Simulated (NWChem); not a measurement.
Species: CH6OSi; SMILES C[SiH2]O

```xyz
9

Si     0.4964     0.0958     0.0019
C     -0.4539    -1.5293    -0.0206
O     -0.4928     1.4424    -0.0682
H      1.3605     0.2015    -1.1998
H      1.3551     0.1257     1.2250
H     -1.1058    -1.6393     0.8545
H      0.2466    -2.3744    -0.0162
H     -1.0770    -1.6142    -0.9180
H     -1.0634     1.5963     0.6970
```
Atoms are numbered in this order, from 1.

Computed with NWChem. Pople sets run with spherical d functions. Geometry: optimised at B3LYP/6-31G* (spherical d).

### Question
Taking B3LYP/6-311++G** as the yardstick, which of these has the fewest basis functions while keeping “highest occupied level (eV)” within 0.1 eV of it: B3LYP/STO-3G; B3LYP/6-31G*; B3LYP/3-21G; B3LYP/6-311G**; B3LYP/6-31+G*?

### Answer
B3LYP/6-31+G* (a larger set in the list lies outside the tolerance).
| level | basis functions | highest occupied level (eV) |
|---|---|---|
| B3LYP/STO-3G | 25 | -3.86 |
| B3LYP/3-21G | 43 | -7.56 |
| B3LYP/6-31G* | 58 | -7.88 |
| B3LYP/6-31+G* | 70 | -8.19 |
| B3LYP/6-311G** | 98 | -8.12 |
| B3LYP/6-311++G** | 116 | -8.25 |

The yardstick is one finite set, not the basis-set limit.
